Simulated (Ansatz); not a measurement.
Relaxation of C2H3NSe (7 atoms, charge 0, multiplicity 1), to a largest force component of 0.02 eV/Å in at most 40 steps.

These are results of RKS BHLYP/def2-SVPD (Ansatz), not measurements.

```xyz
7
Properties=species:S:1:pos:R:3:forces:R:3
N -0.058 1.072 0.677 0.61 0.92 -1.52
C 0.111 0.030 -0.229 -2.35 -4.93 2.40
C -0.088 -1.384 -0.506 -0.36 6.51 3.22
Se 0.875 -0.491 -1.815 2.23 0.89 -3.52
H -0.597 0.949 1.553 0.76 0.02 -1.36
H 0.225 2.091 0.414 -0.86 -3.16 0.69
H -0.407 -2.334 -0.140 -0.03 -0.25 0.11
```

Task: Where does it end, and by what steps?

Result: It converged. After 7 steps the energy has fallen by 1.380 eV; H6 moved furthest, 0.20 Å.

```
step  energy less start (eV)  largest force component (eV/Å)  accepted
   0                  0.0000                           6.513       yes
   1                 -1.2155                           1.911       yes
   2                 -1.3412                           0.954       yes
   3                 -1.3647                           0.589       yes
   4                 -1.3787                           0.087       yes
   5                 -1.3796                           0.077       yes
   6                 -1.3802                           0.023       yes
   7                 -1.3803                           0.009       yes
```

```xyz
7
Properties=species:S:1:pos:R:3
N 0.011 1.015 0.691
C 0.100 -0.045 -0.124
C -0.093 -1.283 -0.378
Se 0.907 -0.371 -1.868
H -0.597 0.965 1.488
H 0.173 1.926 0.309
H -0.438 -2.275 -0.163
```

Whether the end is a true minimum wasn't checked by a vibrational analysis.

The run took 38 s on 2 threads of Arm Neoverse N1, on a shared host, peak memory 0.27 GiB.
